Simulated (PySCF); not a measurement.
C₃H₇FOSi, SMILES O=CC[SiH2]CF.

Coordinates come from a PBE0-D3(BJ)/def2-SVP optimisation. The structure was generated by enumeration, and PubChem lists no compound with its InChIKey, so it may never have been made. One conformer was computed; it need not be the lowest.

Two levels are set side by side: TDDFT-PBE/def2-SVPD (PySCF) and TDDFT-LC-ωPBE/def2-SVPD (PySCF). Vertical, same geometry. The lowest singlet is HOMO→LUMO 100 % with PBE and HOMO→LUMO 88 % with the other functional; states are paired by order. Differences are taken from unrounded values.

| quantity | TDDFT-LC-ωPBE | TDDFT-PBE | TDDFT-PBE minus TDDFT-LC-ωPBE |
|---|---|---|---|
| lowest singlet excitation (eV) | 4.31 | 4.10 | -0.21 |
| lowest triplet excitation (TDA) (eV) | 3.68 | 3.52 | -0.16 |

A lower first singlet is the usual sign of a functional without exact exchange. Differences between two approximate levels are no errors against the true value.

Rough cost on one machine, each run with all the roots and properties that it gave: TDDFT-LC-ωPBE against TDDFT-PBE about 6 times.
